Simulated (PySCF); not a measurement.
PySCF input for F4Hf, SMILES [F][Hf+]([F])([F])[F] (connectivity only; charge and spin as stated), charge +1, multiplicity 2, TDA-PBE0/def2-SVPD. Geometry optimised at B3LYP-D3(BJ)/def2-SVP. The spin state was assumed, not searched. The def2 effective core potentials stand for the cores of Hf; spin–orbit coupling is left out.

```python
import numpy as np
from pyscf import gto, scf, dft, tdscf

mol = gto.M(
    atom='''
    Hf   -0.00000000    0.00000000   -0.12256874
    F     1.03092381    0.00000001    1.62256634
    F     0.00000000   -1.56946605   -1.13229139
    F    -1.03092381    0.00000001    1.62256634
    F     0.00000000    1.56946603   -1.13229142
    ''',
    basis='def2-SVPD',
    ecp={'Hf': 'def2-svp'},
    charge=1,
    spin=1,
    max_memory=1600,
    verbose=4,
)
mf = dft.UKS(mol, xc='pbe0').density_fit(auxbasis='def2-universal-jkfit')
mf.grids.level = 3
mf.conv_tol = 1e-9
mf.max_cycle = 100
mf.kernel()
fine, coarse = mf.grids, dft.Grids(mol).set(level=1).build(with_non0tab=True)
for _ in range(3):  # follow internal instabilities
    mf.grids = coarse
    mo, _, stable, _ = mf.stability(return_status=True, nroots=4)
    mf.grids = fine
    if stable:
        break
    mf.kernel(mf.make_rdm1(mo, mf.mo_occ))
mf.grids = dft.Grids(mol).set(level=1).build(with_non0tab=True)  # coarser grid for the response kernel
td = tdscf.TDA(mf)
td.nstates = 10
td.conv_tol = 1e-4
td.positive_eig_threshold = 1e-6
td.kernel(x0=td.get_init_guess(mf, 15))
td.analyze(verbose=3)
```

Output:

```
PySCF version 2.14.0

[INPUT] verbose = 4
[INPUT] num. atoms = 5
[INPUT] num. electrons = 47
[INPUT] charge = 1
[INPUT] spin (= nelec alpha-beta = 2S) = 1
[INPUT] symmetry False subgroup None
[INPUT] Mole.unit = angstrom
[INPUT] Symbol           X                Y                Z      unit          X                Y                Z       unit  Magmom
[INPUT]  1 Hf     0.000000000000   0.000000000000  -0.122568740000 AA    0.000000000000   0.000000000000  -0.231621350033 Bohr   0.0
[INPUT]  2 F      1.030923810000   0.000000010000   1.622566340000 AA    1.948163656193   0.000000018897   3.066206001538 Bohr   0.0
[INPUT]  3 F      0.000000000000  -1.569466050000  -1.132291390000 AA    0.000000000000  -2.965860996303  -2.139720620303 Bohr   0.0
[INPUT]  4 F     -1.030923810000   0.000000010000   1.622566340000 AA   -1.948163656193   0.000000018897   3.066206001538 Bohr   0.0
[INPUT]  5 F      0.000000000000   1.569466030000  -1.132291420000 AA    0.000000000000   2.965860958508  -2.139720676995 Bohr   0.0

nuclear repulsion = 203.511561397034
number of shells = 49
number of NR pGTOs = 192
number of NR cGTOs = 127
basis = def2-SVPD
ecp = {'Hf': 'def2-svp'}


[settings echo left out]
init E= -434.012030329618
  alpha nocc = 24  HOMO = -0.626852964711951  LUMO = -0.363377559544535
  beta  nocc = 23  HOMO = -0.673073297956801  LUMO = -0.626852964711947

WARN: HOMO -0.626852964711951 >= LUMO -0.626852964711947

cycle= 1 E= -446.468075205453  delta_E= -12.5  |g|= 0.474  |ddm|= 5.42
  alpha nocc = 24  HOMO = -0.544091292666112  LUMO = -0.365052096435836
  beta  nocc = 23  HOMO = -0.544077650676441  LUMO = -0.537972803755943
  HOMO = -0.544077650676  LUMO = -0.537972803756  gap/eV = 0.16612
cycle= 2 E= -446.200743726307  delta_E= 0.267  |g|=    1  |ddm|= 1.06
  alpha nocc = 24  HOMO = -0.672259904529737  LUMO = -0.335151051090932
  beta  nocc = 23  HOMO = -0.672119280699561  LUMO = -0.515421717099244
  HOMO = -0.6721192807  LUMO = -0.515421717099  gap/eV = 4.26396
cycle= 3 E= -446.543854998124  delta_E= -0.343  |g|= 0.0713  |ddm|= 0.729
  alpha nocc = 24  HOMO = -0.674007577128047  LUMO = -0.3552561102792
  beta  nocc = 23  HOMO = -0.674003971759974  LUMO = -0.531156925941794
  HOMO = -0.67400397176  LUMO = -0.531156925942  gap/eV = 3.88707
cycle= 4 E= -446.546129123307  delta_E= -0.00227  |g|= 0.0209  |ddm|= 0.102
  alpha nocc = 24  HOMO = -0.673713611452832  LUMO = -0.352062206591324
  beta  nocc = 23  HOMO = -0.673761351992427  LUMO = -0.521360124247895
  HOMO = -0.673713611453  LUMO = -0.521360124248  gap/eV = 4.14575
cycle= 5 E= -446.546281579971  delta_E= -0.000152  |g|= 0.00984  |ddm|= 0.0205
  alpha nocc = 24  HOMO = -0.673003225623931  LUMO = -0.350856113187817
  beta  nocc = 23  HOMO = -0.673066044434024  LUMO = -0.5226665864624
  HOMO = -0.673003225624  LUMO = -0.522666586462  gap/eV = 4.09087
cycle= 6 E= -446.546318894532  delta_E= -3.73e-05  |g|= 0.00238  |ddm|= 0.00962
  alpha nocc = 24  HOMO = -0.673273729593084  LUMO = -0.35119366328421
  beta  nocc = 23  HOMO = -0.673342100415631  LUMO = -0.521960968100096
  HOMO = -0.673273729593  LUMO = -0.5219609681  gap/eV = 4.11743
cycle= 7 E= -446.546322318297  delta_E= -3.42e-06  |g|= 0.000501  |ddm|= 0.00293
  alpha nocc = 24  HOMO = -0.673224937527455  LUMO = -0.35125150099994
  beta  nocc = 23  HOMO = -0.6732957486374  LUMO = -0.521964885736327
  HOMO = -0.673224937527  LUMO = -0.521964885736  gap/eV = 4.11600
cycle= 8 E= -446.54632251554  delta_E= -1.97e-07  |g|= 0.000121  |ddm|= 0.000801
  alpha nocc = 24  HOMO = -0.673204902017487  LUMO = -0.351242861290583
  beta  nocc = 23  HOMO = -0.673276868225323  LUMO = -0.521991848618264
  HOMO = -0.673204902017  LUMO = -0.521991848618  gap/eV = 4.11472
cycle= 9 E= -446.546322544214  delta_E= -2.87e-08  |g|= 6.06e-05  |ddm|= 0.000335
  alpha nocc = 24  HOMO = -0.673209980535626  LUMO = -0.351242908230578
  beta  nocc = 23  HOMO = -0.673282306990892  LUMO = -0.521988048230916
  HOMO = -0.673209980536  LUMO = -0.521988048231  gap/eV = 4.11496
cycle= 10 E= -446.54632255286  delta_E= -8.65e-09  |g|= 2.72e-05  |ddm|= 0.000174
  alpha nocc = 24  HOMO = -0.673212569690803  LUMO = -0.351242118663823
  beta  nocc = 23  HOMO = -0.673285041416632  LUMO = -0.521984413530006
  HOMO = -0.673212569691  LUMO = -0.52198441353  gap/eV = 4.11513
cycle= 11 E= -446.546322556619  delta_E= -3.76e-09  |g|= 9.12e-06  |ddm|= 0.000161
  alpha nocc = 24  HOMO = -0.673211220379363  LUMO = -0.35124222562953
  beta  nocc = 23  HOMO = -0.673283657498237  LUMO = -0.521986211595088
  HOMO = -0.673211220379  LUMO = -0.521986211595  gap/eV = 4.11504
cycle= 12 E= -446.546322556985  delta_E= -3.66e-10  |g|= 3.53e-06  |ddm|= 6.09e-05
  alpha nocc = 24  HOMO = -0.67321298378467  LUMO = -0.35124225270733
  beta  nocc = 23  HOMO = -0.673285388648033  LUMO = -0.521985035551708
  HOMO = -0.673212983785  LUMO = -0.521985035552  gap/eV = 4.11512
Extra cycle  E= -446.546322556976  delta_E= 9.32e-12  |g|= 6.21e-06  |ddm|= 6.87e-06
converged SCF energy = -446.546322556976  <S^2> = 0.76161003  2S+1 = 2.0115765
tot grids = 30040
uhf_internal: lowest eigs of H = [0.09442202 0.15194614 0.16651897 0.17476402]
<class 'pyscf.df.df_jk.DFUKS'> wavefunction is stable in the internal stability analysis
tot grids = 30040
Overwritten attributes  positive_eig_threshold  of <class 'pyscf.tdscf.uks.TDA'>


******** <class 'pyscf.tdscf.uks.TDA'> for <class 'pyscf.df.df_jk.DFUKS'> ********
nstates = 10
deg_eia_thresh = 1.000e-03
wfnsym = None
conv_tol = 0.0001
eigh lindep = 1e-12
eigh level_shift = 0
eigh max_cycle = 100


Excitation energies (eV)
[1.46663035 2.21700318 2.42491608 2.5354722  3.02724501 3.58541989
 3.59485764 3.73108473 4.25453259 4.37690954]

** Excitation energies and oscillator strengths **
Excited State   1:      1.46663 eV    845.37 nm  f=0.0001
Excited State   2:      2.21700 eV    559.24 nm  f=0.0000
Excited State   3:      2.42492 eV    511.29 nm  f=0.0001
Excited State   4:      2.53547 eV    489.00 nm  f=0.0002
Excited State   5:      3.02725 eV    409.56 nm  f=0.0000
Excited State   6:      3.58542 eV    345.80 nm  f=0.0006
Excited State   7:      3.59486 eV    344.89 nm  f=0.0256
Excited State   8:      3.73108 eV    332.30 nm  f=0.0002
Excited State   9:      4.25453 eV    291.42 nm  f=0.0000
Excited State  10:      4.37691 eV    283.27 nm  f=0.0033
```

The calculation finished and met its thresholds.
